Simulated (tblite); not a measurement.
Species: C7H13O2P.
Geometry (GFN2-xTB, Å), atoms numbered from 1 in this order:
```xyz
23
C7H13O2P angstrom
C      2.5818   -1.7322    0.1725
C      1.0616   -1.7919    0.2289
P      0.2726   -0.4730   -0.8202
C     -1.4667   -0.8366   -0.3028
O     -1.8738   -1.8911    0.1071
O     -2.2151    0.2420   -0.5174
C     -3.6043    0.1268   -0.2294
C      0.5241    0.9812    0.2777
C      1.6401    1.9347   -0.0487
C      0.2241    2.3499   -0.2640
H      2.9438   -0.7843    0.5659
H      2.9304   -1.8310   -0.8533
H      3.0139   -2.5388    0.7617
H      0.7055   -1.6894    1.2585
H      0.7009   -2.7497   -0.1549
H     -4.0686   -0.5932   -0.9061
H     -3.7484   -0.2122    0.7984
H     -4.0296    1.1169   -0.3713
H      0.3158    0.8007    1.3290
H      2.2454    1.7297   -0.9194
H      2.1904    2.3714    0.7718
H     -0.1347    2.4223   -1.2795
H     -0.2139    3.0749    0.4054
```

Method: GFN2-xTB as coded in tblite; computed harmonic values from a numerical Hessian at the method's own geometry, unscaled. The method is semi-empirical: single wavenumbers can be off by several per cent or more. One conformer, not necessarily the lowest.

Harmonic wavenumbers (cm⁻¹): 27.0, 47.7, 53.6, 60.1, 92.1, 108.7, 152.7, 194.6, 214.1, 237.4, 274.8, 280.2, 308.6, 356.6, 474.0, 616.9, 664.3, 706.4, 763.0, 797.0, 804.9, 834.1, 959.4, 981.8, 987.7, 993.9, 1015.7, 1038.3, 1068.4, 1068.8, 1076.6, 1082.8, 1114.6, 1120.1, 1149.9, 1153.7, 1210.8, 1218.3, 1251.2, 1325.3, 1382.6, 1408.5, 1434.0, 1439.5, 1441.0, 1461.4, 1478.3, 1496.0, 1500.0, 1749.9, 2932.0, 2962.4, 2978.6, 2980.1, 2989.5, 3023.3, 3028.4, 3035.9, 3044.1, 3079.9, 3083.4, 3087.4, 3103.2.

A = 1465, B = 911.2, C = 603.3 MHz; mass 160.065 u (most abundant isotopes); point group C1, symmetry number 1.

Problem. Zero-point energy?

Solution. ½Σν̃ = 41003 cm⁻¹ = 117.23 kcal/mol.

Problem. Give the ideal-gas entropy at 298.15 K and 1 bar in the rigid-rotor, harmonic-oscillator model (classical rotation).

Solution. Translation 41.15, rotation 30.37, vibration 45.22: S = 116.7 cal/(mol K).

Problem. And Cp and H(298.15 K) − H(0)?

Solution. Cp = 46.44 cal/(mol K), of which vibrations give 38.49 (their classical limit is 63 R = 125.2); H(298.15 K) − H(0) = 8.79 kcal/mol without the zero-point energy, 6.42 from vibrations.

Problem. What must be added to the electronic energy to get the Gibbs energy at 298.15 K and 1 bar?

Solution. ZPE + [H(298.15 K) − H(0)] − T·S = 117.23 + 8.79 − 34.80 = 91.22 kcal/mol.

Problem. Which modes carry the vibrational entropy at 298.15 K?

Solution. 27.0 cm⁻¹: 6.04; 47.7 cm⁻¹: 4.91; 53.6 cm⁻¹: 4.68; 60.1 cm⁻¹: 4.45; 92.1 cm⁻¹: 3.61; 108.7 cm⁻¹: 3.29 cal/(mol K); the other 57 give 18.23 together.

Problem. How do the functions run with temperature in this model?

Solution. 
```
T (K)  S (cal/(mol K))  Cp (cal/(mol K))  H − H(0) (kcal/mol)  G − H(0) (kcal/mol)  ln q(vib)
  100             79.8              25.3                 1.72                -6.26       3.86
  200            100.6              35.5                 4.78               -15.33       8.19
  300            117.0              46.7                 8.88               -26.23      11.99
  500            146.2              68.5                20.48               -52.61      18.90
  800            183.5              90.1                44.57              -102.25      28.38
 1000            204.7              99.5                63.58              -141.12      34.19
```

q(vib) and H(0) count from the zero-point level.

Hindered rotation and anharmonicity are outside this model. Other conformers, if any are populated, would add a mixing term that is left out. The structure is chiral; the term R ln 2 for an equal mix with its mirror image is left out.
